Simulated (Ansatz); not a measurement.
`C[O][Ga][Br]`• → Br• + C• + Ga• + 3 H• + O•  (atomization)

Gas-phase electronic energies from Ansatz, PBE0-D4/def2-TZVP geometries. CBS: MP2 limit from def2 TZ/QZ plus the TZ coupled-cluster correction, frozen cores. This one scheme is used for every species, atoms too. Functionals use def2-TZVPP. B3LYP here is the variant with VWN-RPA as its local correlation; programs differ in this. HSE06 is defined as in plane-wave codes. No spin–orbit coupling; open shells (•) take unrestricted orbitals. Spin–orbit coupling would lower the free atoms: a little for C, O; clearly for Br, Ga. Bonds to Br, Ga are less sure, by a few kJ/mol each and by 10 to 20 or more in all where they break to atoms, as the def2 sets lack core-valence functions. Scalar relativity is left out up to krypton. Each species was taken in one conformer, which may not be the lowest.

Problem. What is ΔE at CCSD(T)/CBS? (Estimate.)

Solution. Computed: +2277.6 kJ/mol.

Problem. What do these levels give: LDA (SPW92), PBE-D4, PBE0-D4, B3LYP-D4, r2SCANh-D4, HSE06-D4, BHLYP-D4, B2PLYP, revPBE, B3LYP, HF/def2-SVP, CCSD/def2-SVP? (An estimate is asked.)

Solution. Ansatz gave: LDA (SPW92) 2651.4, PBE-D4 2335.7, PBE0-D4 2280.1, B3LYP-D4 2262.8, r2SCANh-D4 2285.1, HSE06-D4 2282.8, BHLYP-D4 2185.0, B2PLYP 2250.7, revPBE 2228.8, B3LYP 2240.9, HF/def2-SVP 1641.2, CCSD/def2-SVP 2124.9 kJ/mol.

Largest T1 diagnostic among the species: 0.015.

In def2-TZVPP, CCSD(T) changes the Hartree–Fock value by +601.9 kJ/mol (the triples alone add +42.2 kJ/mol) and MP2 by +663.1 kJ/mol; breaking electron pairs costs correlation energy, which Hartree–Fock lacks. Leaving LDA and LC-ωPBE aside and taking each functional with its dispersion term where it has one, the values spread over 150.7 kJ/mol, from BHLYP-D4 to PBE-D4. LDA lies +329.1 kJ/mol from PBE without D4, its usual overbinding. From r2SCAN to r2SCAN0 (25 % exact exchange), in def2-TZVPP and without D4, ΔE moves by −52.6 kJ/mol: exact exchange takes away binding that semilocal exchange gives to molecules.

For atomizations the MP2-based limit and the directly extrapolated one differ by several kJ/mol either way, and by 10 to 25 for some Ge, Se and Sn compounds, so smaller differences from it don't rank the levels.
